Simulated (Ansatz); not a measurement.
Relaxation of a periodic cell of 17 atoms, Be16N (host Be, host structure hcp, interstitial N), to a largest force component of 0.03 eV/Å in at most 60 steps.

Level of theory: DFT PBE-D3(BJ), scalar-relativistic, plane waves, PAW in Ansatz. Settings: cutoff 420 eV, k mesh 5x5x3, fermi-dirac smearing 0.05 eV, no spin polarisation.

```xyz
17
Lattice="-2.2900 -3.9664 0.0000 3.4350 -1.9832 0.0000 0.0000 0.0000 7.1769" Properties=species:S:1:pos:R:3:forces:R:3
Be 0.000 -3.966 0.000 -1.76 -0.99 1.55
Be 0.000 -2.644 1.794 -0.06 0.05 0.51
Be 0.000 -3.966 3.588 -0.06 -0.03 -0.21
Be 0.000 -2.644 5.383 -0.06 0.13 -1.03
Be -1.145 -1.983 0.000 -0.06 0.12 0.87
Be 2.290 -2.644 1.794 0.07 0.05 0.25
Be -1.145 -1.983 3.588 0.05 -0.01 -0.40
Be 2.290 -2.644 5.383 0.21 0.15 -0.26
Be 1.145 -1.983 0.000 0.12 0.80 0.63
Be 1.145 -0.661 1.794 0.07 -0.03 0.20
Be 1.145 -1.983 3.588 0.01 0.07 -0.17
Be 1.145 -0.661 5.383 -1.08 0.45 -0.52
Be 0.000 0.000 0.000 0.94 -0.72 0.47
Be 1.145 -4.627 1.794 0.02 -0.09 0.28
Be 0.000 0.000 3.588 -0.03 0.03 -0.24
Be 1.145 -4.627 5.383 0.13 -1.06 -0.89
N 1.089 -3.344 6.315 1.51 1.09 -1.04
```

Problem. Where does it end, and by what steps?

Solution. The forces met the threshold. The force dipped under the threshold on the way, but the program's further checks kept it going. Limits of this set-up: coarse k mesh, odd electron count without spin. After 5 steps the energy has fallen by 0.584 eV; Be12 moved furthest, 0.15 Å.

```tsv
step	energy less start (eV)	largest force component (eV/Å)	accepted
0	0.0000	1.764	yes
1	-0.4217	0.973	yes
2	-0.5725	0.234	yes
3	-0.5748	0.160	yes
4	-0.5839	0.014	yes
5	-0.5839	0.014	yes
```

```xyz
17
Lattice="-2.2900 -3.9664 0.0000 3.4350 -1.9832 0.0000 0.0000 0.0000 7.1769" Properties=species:S:1:pos:R:3
Be -0.020 -4.023 0.052
Be 0.002 -2.649 1.847
Be -0.018 -3.970 3.556
Be 0.033 -2.667 5.285
Be -1.185 -1.965 0.100
Be 2.302 -2.644 1.830
Be -1.153 -1.982 3.540
Be 2.303 -2.594 5.336
Be 1.180 -1.945 0.052
Be 1.159 -0.673 1.845
Be 1.137 -1.972 3.556
Be 1.022 -0.594 5.317
Be 0.117 -0.072 0.069
Be 1.148 -4.643 1.831
Be -0.020 0.008 3.542
Be 1.104 -4.671 5.335
N 1.140 -3.307 6.282
```

The run took 83 s on 1 thread of Arm Neoverse V1, with other jobs on the host, peak memory 0.43 GiB.
